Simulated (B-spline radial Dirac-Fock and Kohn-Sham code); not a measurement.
## C 2s: cross section and angular parameters

System: the C atom, configuration [He] 2s2 2p2; threshold 16.70 eV (orbital energy of the model). Calculated with a radial B-spline solver, using Dirac-Hartree-Slater photoionisation with a Latter tail; cross sections with all multipoles, angular parameters from the dipole term and its interference with E2.

For linearly polarised light dσ/dΩ = σ/(4π) [1 + β P₂(cos θ) + (δ + γ cos²θ) sin θ cos φ], with θ from the polarisation vector and φ the angle between the beam and the projection of the electron momentum on the plane normal to the polarisation.

| hν (eV) | σ (kb) | β | γ |
| --- | --- | --- | --- |
| 57.6 | 795 | 2.000 | -0.027 |
| 60 | 758 | 2.000 | -0.027 |
| 63 | 715 | 2.000 | -0.026 |
| 81.9 | 500 | 2.000 | -0.013 |
| 93.6 | 405 | 2.000 | -0.002 |
| 177 | 120 | 2.000 | 0.091 |
| 180 | 116 | 2.000 | 0.094 |
| 207 | 86.0 | 2.000 | 0.121 |
| 211 | 82.5 | 2.000 | 0.125 |
| 231 | 67.7 | 2.000 | 0.143 |
| 400 | 19.1 | 2.000 | 0.273 |
| 478 | 12.4 | 2.000 | 0.324 |
| 554 | 8.60 | 2.000 | 0.370 |
| 718 | 4.46 | 2.000 | 0.460 |
| 783 | 3.56 | 2.000 | 0.493 |
| 1000 | 1.86 | 2.000 | 0.592 |
| 1253.6 | 1.01 | 2.000 | 0.692 |
| 1270 | 0.971 | 2.000 | 0.698 |
| 1770 | 0.384 | 2.000 | 0.866 |
| 1810 | 0.360 | 2.000 | 0.878 |
| 2060 | 0.248 | 2.000 | 0.954 |
| 2260 | 0.190 | 2.000 | 1.010 |
| 3060 | 0.0774 | 2.000 | 1.214 |
| 3550 | 0.0495 | 2.000 | 1.321 |
| 4000 | 0.0344 | 2.000 | 1.412 |
| 5180 | ? | ? | ? |
| 5414.7 | 0.0136 | 2.000 | 1.662 |
| 6000 | 0.00989 | 2.000 | 1.756 |
| 7380 | 0.00518 | 2.000 | 1.964 |
| 8047.8 | 0.00395 | 2.000 | 2.059 |

Problem. Give the values at 5180 eV.

Solution. σ = 0.0156 kb, β = 2.000, γ = 1.623. For an s subshell δ is negligible.
